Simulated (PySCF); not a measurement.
Job file and geometry (Å, from GFN2-xTB) of a spin–spin coupling run on `[H]/N=C\C#CB(O)O`, C$_{3}$H$_{4}$BNO$_{2}$, PySCF, B3LYP/pcJ-1 indirect spin-spin coupling, non-relativistic, gas phase; density fitting, a coarse starting grid and PySCF grid level 2 are the driver's defaults:

```
{"job": {"kind": "j", "xc": "B3LYP", "basis": "pcJ-1"}, "charge": 0, "multiplicity": 1}
N      3.212562    -0.095979     0.440877
C      2.388507     0.251581    -0.448184
C      0.973035     0.208540    -0.359954
C     -0.226227     0.151026    -0.203711
B     -1.752620     0.054229    -0.060931
O     -2.449016    -1.051038    -0.444656
O     -2.415755     1.101059     0.463252
H      2.788991    -0.435196     1.304663
H      2.794771     0.622828    -1.386958
H     -1.946020    -1.775126    -0.811262
H     -3.362802     0.970747     0.520820
```

**Question.** What does the program print?

**Answer.** 
```
coarse grid: 10064 points
cycle   1  E = -346.5860076059  dE =  1.100e+00  |g| = 1.008e+00  |ddm| = 3.108e+00
cycle   2  E = -346.3249950852  dE =  2.610e-01  |g| = 1.566e+00  |ddm| = 1.560e+00
cycle   3  E = -346.7563304826  dE = -4.313e-01  |g| = 2.041e-01  |ddm| = 1.037e+00
cycle   4  E = -346.7641039673  dE = -7.773e-03  |g| = 1.125e-01  |ddm| = 2.379e-01
cycle   5  E = -346.7667215380  dE = -2.618e-03  |g| = 3.065e-02  |ddm| = 8.688e-02
cycle   6  E = -346.7669077212  dE = -1.862e-04  |g| = 1.261e-02  |ddm| = 2.756e-02
cycle   7  E = -346.7669458496  dE = -3.813e-05  |g| = 3.424e-03  |ddm| = 1.108e-02
cycle   8  E = -346.7669482869  dE = -2.437e-06  |g| = 7.414e-04  |ddm| = 2.943e-03
final grid: 99728 points
cycle   9  E = -346.8369792082  dE = -1.591e-04  |g| = 4.666e-03  |ddm| = 1.808e-02
cycle  10  E = -346.8369755416  dE =  3.667e-06  |g| = 5.825e-03  |ddm| = 8.779e-03
cycle  11  E = -346.8369819493  dE = -6.408e-06  |g| = 2.163e-03  |ddm| = 5.881e-03
cycle  12  E = -346.8369829823  dE = -1.033e-06  |g| = 7.552e-04  |ddm| = 2.000e-03
cycle  13  E = -346.8369831037  dE = -1.214e-07  |g| = 3.108e-04  |ddm| = 5.775e-04
cycle  14  E = -346.8369831265  dE = -2.272e-08  |g| = 2.617e-05  |ddm| = 2.309e-04
cycle  15  E = -346.8369831266  dE = -1.182e-10  |g| = 1.481e-05  |ddm| = 2.745e-05
converged SCF energy = -346.8369831266

Indirect spin-spin couplings (Hz)
  i      j    bonds     total        FC       PSO       DSO        SD
  0 N    1 C    1     -5.647   -11.694     8.330    -0.044    -2.239
  0 N    2 C    2      3.909     3.641    -0.152     0.032     0.387
  0 N    3 C    3     -2.651    -0.980    -0.154     0.037    -1.555
  0 N    4 B    4      0.408     0.365     0.014     0.017     0.011
  0 N    6 O    5      0.203     0.226     0.005    -0.007    -0.022
  0 N    7 H    1    -51.162   -50.530    -0.380    -0.192    -0.059
  0 N    8 H    2    -13.927   -15.291     1.291     0.247    -0.174
  1 C    2 C    1     83.246    85.721    -2.705     0.231         -
  1 C    3 C    2      9.938     9.915     0.142    -0.118         -
  1 C    4 B    3      2.110     2.044     0.068    -0.039     0.037
  1 C    6 O    4      0.497     0.499    -0.019     0.016         -
  1 C    7 H    2     -9.560    -6.464    -2.338    -0.758         -
  1 C    8 H    1    189.291   188.627    -0.208     0.872         -
  1 C   10 H    5     -0.159    -0.132     0.245    -0.273         -
  2 C    3 C    1    161.262   156.060     5.065     0.137         -
  2 C    4 B    2     22.638    20.764     1.447    -0.083     0.510
  2 C    5 O    3     -0.548    -0.335    -0.248     0.034         -
  2 C    6 O    3     -3.159    -3.006    -0.182     0.029         -
  2 C    7 H    3     15.878    15.640     0.173     0.065         -
  2 C    8 H    2     15.958    16.280    -0.074    -0.248         -
  2 C   10 H    4      1.703     1.598     0.582    -0.477         -
  3 C    4 B    1    124.807   125.691    -1.542     0.357     0.301
  3 C    5 O    2     -1.423    -1.509     0.081     0.004         -
  3 C    6 O    2    -20.093   -20.113     0.030    -0.010         -
  3 C    7 H    4     -0.512    -0.039    -0.390    -0.084         -
  3 C    8 H    3      5.063     4.355     1.137    -0.430         -
  3 C    9 H    3      1.954     1.834    -0.018     0.138         -
  3 C   10 H    3     10.268    10.312     0.583    -0.627         -
  4 B    5 O    1    -13.367   -18.236     5.167    -0.138    -0.161
  4 B    6 O    1    -16.005   -20.909     5.310    -0.133    -0.272
  4 B    7 H    5      0.556     0.591    -0.039     0.010    -0.005
  4 B    8 H    4     -0.748    -0.768     0.192    -0.187     0.015
  4 B    9 H    2     -0.535     0.696    -0.171    -0.990    -0.071
  4 B   10 H    2     -3.553    -2.219    -0.285    -0.949    -0.100
  5 O    9 H    1    -93.252   -81.240   -11.708    -0.304         -
  5 O   10 H    3     -1.180    -1.799     0.652    -0.033         -
  6 O    7 H    6      0.323     0.313    -0.009     0.019         -
  6 O    8 H    5     -0.198    -0.217    -0.059     0.078         -
  6 O    9 H    3     -1.147    -1.485    -0.129     0.467         -
  6 O   10 H    1    -85.416   -73.246   -11.854    -0.315         -
  7 H    8 H    3     29.384    30.104     3.623    -4.343         -
  7 H   10 H    7     -0.209    -0.127     0.602    -0.683         -
  9 H   10 H    4     -0.504    -0.176     2.869    -3.197         -
```

Size and cost of the density-fitted run: 229 basis functions, 60 s wall time on 1 thread of an x86-64 server CPU, shared host.
